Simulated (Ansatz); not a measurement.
Born–Oppenheimer molecular dynamics of CH9NO2Si2 (15 atoms, charge 0, multiplicity 1). It starts from a relaxed structure.

Theory: UKS B3LYP-D4/STO-3G (Ansatz).

```json
{"ensemble": "NVT, Langevin thermostat", "time step": "0.5 fs", "steps asked": "100", "set temperature": "1500 K", "friction": "0.05 /fs", "seed": "854834"}
```

Frames 2.5 fs apart, positions in Å.

Velocities at 10.0 fs (Å/ps):

```
N 3.50 -9.67 8.89
C -3.05 0.36 8.75
Si -1.44 5.17 1.04
O 3.61 -6.07 11.79
O -11.19 4.43 1.54
Si 1.65 5.76 0.82
H 14.56 3.00 -22.29
H -20.67 86.77 4.10
H 59.40 -40.00 -53.43
H -2.47 7.81 -26.09
H 9.83 72.22 21.12
H 27.69 -36.53 -8.49
H 5.17 28.23 -24.52
H 31.29 -16.24 -22.06
H -1.32 -26.35 -20.14
```

```xyz
15
Properties=species:S:1:pos:R:3 time_fs=10.0 energy_less_start_eV=1.613 T=1088
N -0.055 -2.410 0.586
C -0.827 -1.320 -0.190
Si -0.107 0.544 0.247
O -1.255 1.488 1.040
O 1.004 -0.055 1.464
Si 0.721 1.664 -1.517
H 0.935 -1.947 0.532
H -0.383 -2.380 1.603
H -1.915 -1.394 0.029
H -0.354 -1.486 -1.158
H -1.195 1.076 1.988
H 1.861 0.183 0.910
H 1.548 2.935 -1.397
H 0.124 1.486 -2.827
H 1.896 0.903 -1.736
15
Properties=species:S:1:pos:R:3 time_fs=12.5 energy_less_start_eV=1.596 T=1313
N -0.052 -2.424 0.591
C -0.819 -1.319 -0.175
Si -0.115 0.552 0.243
O -1.246 1.470 1.060
O 0.988 -0.045 1.462
Si 0.733 1.681 -1.516
H 0.922 -1.960 0.540
H -0.363 -2.167 1.616
H -1.845 -1.488 -0.083
H -0.368 -1.459 -1.251
H -1.171 1.279 2.075
H 1.913 0.091 0.919
H 1.492 3.010 -1.496
H 0.187 1.451 -2.857
H 1.868 0.788 -1.774
15
Properties=species:S:1:pos:R:3 time_fs=15.0 energy_less_start_eV=1.834 T=1248
N -0.050 -2.433 0.578
C -0.773 -1.317 -0.173
Si -0.124 0.550 0.227
O -1.245 1.453 1.089
O 0.989 -0.047 1.468
Si 0.747 1.701 -1.526
H 0.855 -1.966 0.580
H -0.278 -2.001 1.561
H -1.960 -1.531 -0.182
H -0.471 -1.409 -1.280
H -1.163 1.459 2.121
H 1.923 -0.046 1.014
H 1.385 3.080 -1.584
H 0.149 1.404 -2.794
H 1.813 0.680 -1.772
15
Properties=species:S:1:pos:R:3 time_fs=17.5 energy_less_start_eV=2.158 T=991
N -0.049 -2.440 0.559
C -0.755 -1.327 -0.172
Si -0.136 0.547 0.213
O -1.259 1.454 1.123
O 0.984 -0.055 1.483
Si 0.756 1.718 -1.547
H 0.930 -1.979 0.614
H -0.202 -1.953 1.504
H -1.946 -1.486 -0.263
H -0.599 -1.406 -1.258
H -1.124 1.585 2.089
H 1.930 -0.187 1.130
H 1.267 3.116 -1.615
H 0.067 1.313 -2.713
H 1.768 0.696 -1.704
15
Properties=species:S:1:pos:R:3 time_fs=20.0 energy_less_start_eV=2.243 T=880
N -0.049 -2.440 0.546
C -0.763 -1.321 -0.188
Si -0.153 0.534 0.215
O -1.275 1.441 1.145
O 0.975 -0.067 1.499
Si 0.757 1.733 -1.565
H 1.041 -2.045 0.569
H -0.181 -2.022 1.546
H -1.780 -1.394 -0.310
H -0.650 -1.433 -1.257
H -1.061 1.647 2.093
H 1.930 -0.285 1.173
H 1.116 3.105 -1.642
H -0.023 1.224 -2.658
H 1.797 0.793 -1.657
15
Properties=species:S:1:pos:R:3 time_fs=22.5 energy_less_start_eV=1.602 T=1188
N -0.050 -2.436 0.536
C -0.755 -1.299 -0.205
Si -0.162 0.521 0.233
O -1.284 1.424 1.150
O 0.967 -0.070 1.499
Si 0.760 1.745 -1.577
H 1.042 -2.144 0.442
H -0.151 -2.121 1.585
H -1.807 -1.361 -0.266
H -0.563 -1.501 -1.300
H -0.976 1.661 2.051
H 1.877 -0.325 1.159
H 0.958 3.119 -1.679
H -0.133 1.137 -2.652
H 1.924 0.926 -1.687
15
Properties=species:S:1:pos:R:3 time_fs=25.0 energy_less_start_eV=1.582 T=1394
N -0.055 -2.430 0.515
C -0.730 -1.265 -0.235
Si -0.161 0.508 0.255
O -1.309 1.415 1.141
O 0.946 -0.075 1.507
Si 0.754 1.740 -1.584
H 0.918 -2.271 0.332
H -0.098 -2.256 1.537
H -1.968 -1.355 -0.156
H -0.471 -1.558 -1.333
H -0.845 1.659 2.049
H 1.812 -0.377 1.122
H 0.803 3.186 -1.712
H -0.217 1.116 -2.596
H 2.099 1.060 -1.718
15
Properties=species:S:1:pos:R:3 time_fs=27.5 energy_less_start_eV=1.669 T=1455
N -0.081 -2.426 0.496
C -0.714 -1.234 -0.283
Si -0.159 0.500 0.269
O -1.338 1.408 1.125
O 0.924 -0.082 1.509
Si 0.741 1.732 -1.583
H 0.883 -2.376 0.175
H -0.048 -2.398 1.534
H -1.923 -1.319 -0.059
H -0.444 -1.538 -1.304
H -0.739 1.613 2.018
H 1.775 -0.416 1.028
H 0.623 3.206 -1.708
H -0.224 1.226 -2.508
H 2.188 1.201 -1.776
15
Properties=species:S:1:pos:R:3 time_fs=30.0 energy_less_start_eV=2.272 T=1178
N -0.108 -2.426 0.484
C -0.709 -1.212 -0.325
Si -0.154 0.497 0.275
O -1.365 1.406 1.121
O 0.912 -0.089 1.507
Si 0.737 1.722 -1.579
H 0.935 -2.494 0.058
H 0.070 -2.497 1.628
H -1.711 -1.256 -0.045
H -0.446 -1.545 -1.291
H -0.769 1.474 1.910
H 1.719 -0.419 0.985
H 0.457 3.184 -1.627
H -0.284 1.367 -2.464
H 2.176 1.347 -1.833
15
Properties=species:S:1:pos:R:3 time_fs=32.5 energy_less_start_eV=2.278 T=1305
N -0.113 -2.420 0.470
C -0.696 -1.193 -0.351
Si -0.139 0.500 0.290
O -1.388 1.395 1.103
O 0.898 -0.092 1.499
Si 0.731 1.704 -1.565
H 0.892 -2.567 0.019
H 0.202 -2.495 1.587
H -1.687 -1.169 -0.086
H -0.520 -1.549 -1.384
H -0.821 1.374 1.940
H 1.688 -0.437 0.949
H 0.445 3.144 -1.504
H -0.351 1.453 -2.559
H 2.082 1.507 -1.852
15
Properties=species:S:1:pos:R:3 time_fs=35.0 energy_less_start_eV=2.333 T=1316
N -0.092 -2.426 0.452
C -0.666 -1.178 -0.358
Si -0.126 0.496 0.305
O -1.410 1.383 1.088
O 0.897 -0.093 1.486
Si 0.718 1.685 -1.546
H 0.774 -2.603 0.018
H 0.279 -2.364 1.368
H -1.876 -1.099 -0.151
H -0.626 -1.505 -1.487
H -0.880 1.367 2.026
H 1.654 -0.440 0.879
H 0.508 3.088 -1.288
H -0.339 1.522 -2.697
H 2.066 1.566 -1.901
15
Properties=species:S:1:pos:R:3 time_fs=37.5 energy_less_start_eV=1.794 T=1611
N -0.073 -2.435 0.421
C -0.651 -1.176 -0.336
Si -0.141 0.497 0.308
O -1.426 1.373 1.076
O 0.905 -0.094 1.478
Si 0.713 1.668 -1.527
H 0.790 -2.696 -0.082
H 0.324 -2.111 1.317
H -1.918 -1.111 -0.238
H -0.670 -1.402 -1.512
H -1.002 1.388 2.056
H 1.615 -0.455 0.822
H 0.605 3.078 -1.086
H -0.234 1.539 -2.750
H 2.108 1.564 -1.972
```

Of the whole run (50 fs, mean temperature of the second half 1355 K): A run of 0.05 ps of so small a system gives no equilibrium averages. Limits of this set-up: minimal basis.

The run took 5.5 min on 1 thread of Intel(R) Xeon(R) 6975P-C (Granite Rapids), with other jobs on the host, peak memory 0.21 GiB.
